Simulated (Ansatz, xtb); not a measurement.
## Two isomers of C5H9BO

Structure X: `B[C@@H]1CC[C@H]1C=O`, a singlet. Structure Y: `B[C@H]1C[C@@H](C=O)C1`, a singlet. Both are isolated molecules in the gas phase, relaxed with B3LYP/def2-SVP; each stands in its lowest conformer found.

Task: Which of the two would you expect CCSD(T)/def2-SVP + ΔMP2/def2-TZVPP electronic energies to favour?

Result: Too close to call at this level: CCSD(T)/def2-SVP + ΔMP2/def2-TZVPP gives E(Y) − E(X) = +0.41 kcal/mol.

How the difference moves with the method:

```csv
level,geometry,E(Y) − E(X) (kcal/mol),departure from the last row (kcal/mol),"job, with rough time for the two"
GFN2-xTB,GFN2-xTB,+0.60,+0.19,"optimisation, 0.39 s"
HF/STO-3G,GFN2-xTB,−0.14,−0.55,"single point, 0.62 s"
r2SCAN-D4/def2-SVP,GFN2-xTB,+0.58,+0.17,"single point, 8.1 s"
B3LYP/def2-SVP,B3LYP/def2-SVP,+0.29,−0.12,"optimisation, 2.1 min"
HF/def2-SVP,B3LYP/def2-SVP,+0.23,−0.18,part of the CCSD(T) run
MP2/def2-SVP,B3LYP/def2-SVP,+0.51,+0.11,part of the CCSD(T) run
CCSD(T)/def2-SVP,B3LYP/def2-SVP,+0.50,+0.09,single point
CCSD(T)/def2-SVP + ΔMP2/def2-TZVPP,B3LYP/def2-SVP,+0.41,,"single point, 2.6 min"
```

As drawn, both hold the same kinds of bond in the same numbers.

The largest departure from CCSD(T)/def2-SVP + ΔMP2/def2-TZVPP is that of HF/STO-3G, 0.55 kcal/mol. The last row adds to CCSD(T) the change of the MP2 difference between the two basis sets, here −0.09 kcal/mol.

With thermal terms from frequencies at re-optimised GFN2-xTB minima (ideal gas, soft modes damped towards free rotors, one conformer each, 298.15 K, 1 atm): the zero-point term adds +0.02 kcal/mol; ΔH is +0.40 and ΔG +0.59 kcal/mol.

The correlated steps freeze 7 core orbitals. Codes used: Ansatz 0.2.0, xtb 6.7.1; the last row on 2 threads of Arm Neoverse V2 on a shared host.
